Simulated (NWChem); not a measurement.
Molecule: SiH2Cl2; SMILES Cl[SiH2]Cl

```xyz
5

Si     0.0000     0.0000    -0.7689
Cl    -1.6840     0.0000     0.4104
Cl     1.6840     0.0000     0.4104
H      0.0000     1.2330    -1.5936
H      0.0000    -1.2330    -1.5936
```
Atoms are numbered in this order, from 1.

Results from NWChem. Pople sets run with spherical d functions. Coordinates come from a PBE0/def2-SVP optimisation. B3LYP is NWChem's, with the RPA form of VWN correlation. Total energies compare along this basis series because the functional is fixed.

| level | basis functions | energy (Ha) | highest occupied level (eV) | orbital gap (eV) | dipole (D) |
|---|---|---|---|---|---|
| B3LYP/STO-3G | 29 | -1197.7952 | -6.87 | 9.61 | 2.63 |
| B3LYP/3-21G | 43 | -1205.2222 | -9.03 | 8.40 | 2.32 |
| B3LYP/6-31G* | 58 | -1211.1719 | -8.87 | 8.60 | 1.62 |
| B3LYP/6-31+G* | 70 | -1211.1753 | -8.97 | 8.26 | 1.63 |
| B3LYP/def2-SVP | 64 | -1210.8498 | -8.66 | 8.91 | 1.24 |
| B3LYP/def2-SVPD | 94 | -1210.8688 | -8.94 | 8.37 | 1.32 |
| B3LYP/def2-TZVP | 123 | -1211.2806 | -8.87 | 8.59 | 1.20 |
| B3LYP/6-311++G** | 104 | -1211.2651 | -8.98 | 8.26 | 1.63 |
| B3LYP/aug-cc-pVTZ | 196 | -1211.2958 | -8.91 | 8.26 | 1.28 |
